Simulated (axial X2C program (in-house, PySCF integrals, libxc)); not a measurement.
# Ionising GeH

Calculated with an in-house relativistic program for diatomic molecules, spin-free (one-electron X2C) or two-component (2c: spin–orbit coupling with atomic mean-field Coulomb and Gaunt terms, which also bring small scalar terms), in Dyall basis sets with cores contracted in-house; open shells are unrestricted.

Basis sets: Ge dyall-cv3z, H dyall-v3z. Frozen shells (counts by l): GeH Ge 3s2p, H none, 15 electrons correlated; GeH⁺ Ge 3s2p, H none, 14 electrons correlated. Coupled cluster in natural virtuals with an MP2 remainder. Where the outer core of a metal is frozen, bonds come out longer and ionisation energies lower.

```csv
Hamiltonian,level,GeH state,Re (Å),ωe (cm⁻¹),De (eV)
spin-free,HF,"M_S = 1/2, Λ = 1",1.584,1980.7,1.90
spin-free,PBE0,"M_S = 1/2, Λ = 1",1.597,1885.8,2.80
spin-free,MP2,"M_S = 1/2, Λ = 1",1.570,1968.7,2.69
spin-free,CCSD,"M_S = 1/2, Λ = 1",1.583,1907.5,2.89
spin-free,CCSD(T),"M_S = 1/2, Λ = 1",1.586,1886.7,n/a
2c,HF,Ω = 1/2,1.584,1977.4,n/a
2c,PBE0,Ω = 1/2,1.597,1882.8,n/a
2c,MP2,Ω = 1/2,1.571,1965.5,n/a
2c,CCSD,Ω = 1/2,1.584,1904.5,n/a
2c,CCSD(T),Ω = 1/2,1.587,1883.7,n/a
```

Adiabatic ionisation energy (minimum to minimum, no zero-point term) and constants of GeH⁺:

```csv
Hamiltonian,level,GeH⁺ state,IE (eV),Re (Å),ωe (cm⁻¹),De (eV),fragments
spin-free,HF,"M_S = 0, Λ = 0",7.18,1.566,2124.8,2.12,Ge+ + H
spin-free,PBE0,"M_S = 0, Λ = 0",7.74,1.585,1996.6,2.99,Ge+ + H
spin-free,MP2,"M_S = 0, Λ = 0",7.64,1.558,2089.6,2.90,Ge+ + H
spin-free,CCSD,"M_S = 0, Λ = 0",7.65,1.568,2028.1,3.08,Ge+ + H
spin-free,CCSD(T),"M_S = 0, Λ = 0",7.68,1.570,2008.0,3.09,Ge+ + H
2c,HF,Ω = 0,7.23,1.566,2123.8,n/a,Ge+ + H
2c,PBE0,Ω = 0,7.79,1.585,1995.3,n/a,Ge+ + H
2c,MP2,Ω = 0,7.69,1.558,2088.3,2.79,Ge+ + H
2c,CCSD,Ω = 0,7.70,1.569,2026.4,2.96,Ge+ + H
2c,CCSD(T),Ω = 0,7.73,1.570,2006.3,2.97,Ge+ + H
```

**Question.** Add the zero-point terms to the ionisation energy at CCSD(T), 2c, and say whether the electron removed was bonding.

**Answer.** IE0 = IE + (ωe⁺ − ωe)/2 = 7.73 + (0.008) = 7.74 eV. Re changes by -0.017 Å, so the electron was nearly non-bonding.

Each entry is the lowest single determinant of a limited PBE0 search at one distance. De goes to single-determinant-based atoms at the same level (for ions the charge split of lowest energy) and is withheld (n/a) where an atom does not fit its ground term or J level. Main or longest-lived isotopes. The functionals have no current term, which raises determinants with orbital currents.
